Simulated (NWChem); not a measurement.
System: CdNH$_{2}$I; SMILES [NH2][Cd][I]

NWChem input:

```
start job
memory heap 200 mb stack 900 mb global 1100 mb
geometry units angstroms noautoz
  Cd     0.393532    -0.929029     0.001147
  I     -0.307510     1.567562     0.003692
  N      1.096554    -2.816813     0.001412
  H      0.820597    -3.338034    -0.830790
  H      0.762544    -3.359678     0.797723
end
basis spherical
  * library def2-svp
end
ecp
  Cd library def2-ecp
  I library def2-ecp
end
dft
  xc xpbe96 cpbe96
  iterations 150
end
tddft
  cis
  nroots 8
  notriplet
end
task tddft energy
```

The geometry was optimised at PBE0/def2-SVP. def2 effective core potentials on Cd, I; no spin-orbit coupling.

Vertical excitations in the gas phase.

**Question.** Predict the main results of this run. (PBE/def2-SVP with def2 effective core potentials on Cd, I, TDA.) Quantities: lowest excitation, singlet (eV); oscillator strength of that lowest state; lowest state with f > 0.02, singlet (eV); oscillator strength of that bright state; orbital gap (eV).

**Answer.** The lowest excitation, singlet (eV) comes out as 3.90 and the oscillator strength of that lowest state comes out as 0.030. The lowest state with f > 0.02, singlet (eV) comes out as 3.90 and the oscillator strength of that bright state is 0.030. The orbital gap (eV) comes out as 3.48.
